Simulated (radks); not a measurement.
The numbers below are computed, except where a source is named.
Neutral lanthanum inside a hard spherical wall (all orbitals vanish at R), configuration held at [Xe] 5d1 6s2 and not refilled when levels cross. Level of theory: scalar-relativistic Kohn-Sham, PBEsol, spin-polarised, spherical densities, finite nucleus; open shells are filled with parallel spins first (spin-orbit coupling, left out, can overturn this in heavy ions); Fermi nuclear charge, rms radius 4.855 fm (a radial shooting solver on a logarithmic mesh with Libxc functionals). Eigenvalues in eV for spin up, with the zero of energy where the potential of the charges vanishes at infinity; a dash marks a level that is unbound or too diffuse for the functional's potential to be trusted. A positive occupied level is held by the wall or, in an anion where self-interaction has pushed it up, behind a barrier. The pressure on the wall is -dE/dV.

\begin{tabular}{lrrrrrrrrr}
R (bohr) & E (hartree) & kinetic (hartree) & e(5s) & e(5p) & e(6s) & e(5d) & e(6p, empty) & e(7s, empty) & pressure (GPa) \\ \hline
free & -8489.6359 & 8978.621 & -39.053 & -22.564 & -3.850 & -3.324 & -1.411 & - & 0 \\
20 & -8489.6359 & 8978.621 & -39.053 & -22.564 & -3.850 & -3.324 & -1.411 & 0.043 & < 0.0001 \\
15 & -8489.6359 & 8978.622 & -39.050 & -22.560 & -3.848 & -3.321 & -1.399 & 0.419 & 0.000292 \\
10 & -8489.6321 & 8978.654 & -38.842 & -22.356 & -3.685 & -3.146 & -1.044 & 2.868 & 0.0848 \\
8 & -8489.6110 & 8978.782 & -38.202 & -21.735 & -3.102 & -2.607 & -0.037 & 6.954 & 0.847 \\
7 & -8489.5728 & 8978.972 & -37.450 & -21.015 & -2.274 & -1.953 & 1.281 & 11.372 & 2.81 \\
6 & -8489.4741 & 8979.395 & -36.151 & -19.787 & -0.467 & -0.732 & 4.000 & 19.464 & 10.1 \\
3.5 & -8487.0802 & 8988.463 & -24.548 & -8.325 & 29.675 & 14.234 & 42.482 & 107.63 & 669 \\
2.5 & -8477.6014 & 9020.069 & 0.128 & 19.982 & 113.10 & 52.610 & 136.10 & 289.18 & 7910 \\
2 & -8458.5450 & 9077.611 & 41.779 & 68.691 & 243.14 & 114.32 & 275.02 & 540.85 & 37600 \\
\end{tabular}
